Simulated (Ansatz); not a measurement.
Species: CuF, net charge 0, singlet state. 
Coordinates optimised at B3LYP-D3(BJ)/def2-TZVP (Ansatz, an electronic-structure program):
```xyz
2

Cu     0.0000     0.0000    -0.4195
F      0.0000     0.0000     1.3519
```

Dipole moments at this geometry, in debye (magnitudes).

```
level               program  dipole (D)
------------------  -------  ----------
r2SCAN/def2-TZVPD    Ansatz        4.95
PBE0/def2-TZVPD      Ansatz         [?]
r2SCAN0/def2-TZVPD   Ansatz        5.51
HSE06/def2-TZVPD     Ansatz        5.34
wB97X-V/def2-TZVPD   Ansatz        5.53
CCSD(T)/def2-SVPD    Ansatz         [?]
```

Question: Fill in the missing entries.

Answer: 
- PBE0/def2-TZVPD, dipole (D): 5.35
- CCSD(T)/def2-SVPD, dipole (D): 6.15
